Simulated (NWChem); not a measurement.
# Atomisation of dimethyl selenide (C₂H₆Se)

```xyz
9

C     -1.4726     0.0000     0.8216
Se     0.0000     0.0000    -0.4749
C      1.4726     0.0000     0.8216
H     -1.4380     0.9013     1.4502
H     -2.4075     0.0000     0.2438
H     -1.4380    -0.9013     1.4502
H      1.4380     0.9013     1.4502
H      2.4075     0.0000     0.2438
H      1.4380    -0.9013     1.4502
```
Charge 0, spin multiplicity 1.

Everything below was run with NWChem. The geometry was optimised at B3LYP/def2-SVP, a minimum by its harmonic frequencies.

Basis set: def2-TZVP. The atomisation energy is electronic alone: no zero-point, thermal, spin-orbit or counterpoise terms. No value is extrapolated to the basis-set limit. Free atoms are single determinants with multiplicities C 3, Se 3, H 2. Correlated methods freeze the same cores in atoms and molecule, 11 orbitals in all.

| method | atomisation energy (kcal/mol) | relative cost |
|---|---|---|
| HF | 554.8 | 1 |
| B3LYP | 745.3 | under 3 |
| PBE0 | 749.4 | under 3 |
| BP86 | 769.5 | under 3 |
| BLYP | 740.1 | under 3 |
| PBE | 758.6 | under 3 |
| TPSS | 757.6 | under 3 |
| MP2 | 727.3 | 4 |

The values span 214.7 kcal/mol, from HF (lowest) to BP86 (highest). Costs are rough ratios of processor time within this set of runs, SCF included, with HF as 1. Costs are the molecule's.

The Hamiltonian is non-relativistic. B3LYP has NWChem's definition, with VWN1-RPA local correlation. The stability of the SCF solutions was not checked. Open-shell Hartree-Fock references start from PBE0 orbitals; any time given for them includes that run.
